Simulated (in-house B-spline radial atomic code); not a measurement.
A fraction x of an electron is removed from 4f in Yb VI (Yb5+), starting from [Kr] 4d10 4f12 5s2 5p5 and keeping the highest spin. All numbers are computed (scalar-relativistic (X2C) r2SCAN0, spin-polarised, spherical fractional occupations; Fermi nucleus of rms radius 5.3108 fm) with a radial B-spline atomic code at the basis-set limit, not measured.

Caution: exact exchange at fractional occupations of open shells leaves self-interaction of up to several eV.

```csv
x,E(x) - E(0) (eV),4f down level (eV)
0,0.0000,-74.798
0.11,8.3605,-77.215
0.15,11.4668,-78.100
0.36,?,?
0.41,32.5267,-83.920
0.5,40.1713,-85.962
0.59,48.0003,-88.018
0.74,61.4619,-91.477
0.8,?,?
1,86.0345,-97.562
```

(1) What belongs in the row x = 0.36?

(2) What belongs in the row x = 0.8?

(3) Check Janak's theorem between x = 0.11 and 0.15.

## Answers

(1) An energy change of 28.3589 eV; 4f down at -82.791 eV.

(2) An energy change of 66.9924 eV; 4f down at -92.871 eV.

(3) The slope of the energy is 77.66 eV; the orbital levels give 77.66 eV (-ε of the emptying orbital, averaged over the two points).
